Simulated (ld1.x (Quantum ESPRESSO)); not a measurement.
# What one change does to a pseudopotential (gallium, PAW)

Ga, PAW, made with ld1.x (Quantum ESPRESSO) 7.5 (PBE, scalar-relativistic). Core [Ar] 3d10, reference 4s2 4p1. Waves: 4s (bound): rcut 1.60, rcutus 1.85 bohr; 4s channel at 0.55 Ry: rcut 1.60, rcutus 1.85 bohr; 4p (bound): rcut 2.15, rcutus 2.40 bohr; 4p channel at 4.15 Ry: rcut 2.15, rcutus 2.40 bohr; 4d channel at 0.15 Ry: rcut 1.70, rcutus 2.35 bohr; 4d channel at 2.65 Ry: rcut 1.70, rcutus 2.35 bohr. Local part: all-electron potential smoothed inside 1.75 bohr (lloc = -1). Core correction: Bessel-smoothed model core, default radius (core density twice the valence density). Augmentation charge: PSQ, inside the norm-conserving radii.

Change: waves 4d channel at 0.15 Ry: rcut 1.70, rcutus 2.14 bohr; 4d channel at 2.65 Ry: rcut 1.70, rcutus 2.14 bohr.

Cutoffs: the cutoffs (Ry, on a coarse ladder) from which the occupation-weighted sum of valence levels, in a spherical-Bessel basis at the reference potential, stays within 10 and 1 mRy of its value at 400 Ry; they do not see the model core or the augmentation charge, which bear on the density cutoff. Errors are all-electron minus pseudo energies relative to the spin-unpolarised reference configuration.

**Question.** Predict the effect on cutoff, ghosts and configuration errors.

**Answer.** Both files are so soft that the ladder of cutoffs tells neither apart; a bound ghost appears in d, which as a rule spoils a file; the errors of the 7 common tests hardly move; the range in which the d phases agree widens (upper end 0.6 → at the end of the scan).

| quantity | base | changed |
| --- | --- | --- |
| cutoff, loose | 8 Ry | 8 Ry |
| cutoff, tight | 12 Ry | 12 Ry |
| bound ghosts | none | d |
| error for 4s2 4p0, meV [ΔE 5.69 eV] | -13 | -13 |
| error for 4s1 4p0, meV [ΔE 26.82 eV] | -204 | -204 |
| error for 4s2 4p0.5, meV [ΔE 2.03 eV] | -2.0 | -2.0 |
| error for 4s2 4p1.3, meV [ΔE -0.53 eV] | -0.1 | -0.1 |
| error for 4s0 4p3, meV [ΔE 13.37 eV] | -73 | -73 |
| error for 4s1 4p1, meV [ΔE 13.06 eV] | -56 | -56 |
| error for 4s1 4p2, meV [ΔE 6.54 eV] | -19 | -19 |
| s: phases at 2.61 bohr within 0.05 rad from the reference energy up to (Ry; the scan ends near 5) | 3.6 | 3.6 |
| p: phases at 2.61 bohr within 0.05 rad from the reference energy up to (Ry; the scan ends near 5) | to the end of the scan | to the end of the scan |
| d: phases at 2.61 bohr within 0.05 rad from the reference energy up to (Ry; the scan ends near 5) | 0.6 | to the end of the scan |
| lowest overlap eigenvalue by channel | s 0.41, p 0.65, d 0.94 | s 0.41, p 0.65, d 0.92 |

 A true bound ghost makes a file unfit for plane-wave use even where its test errors are small: the radial tests pick states by their node count and pass the ghost by.
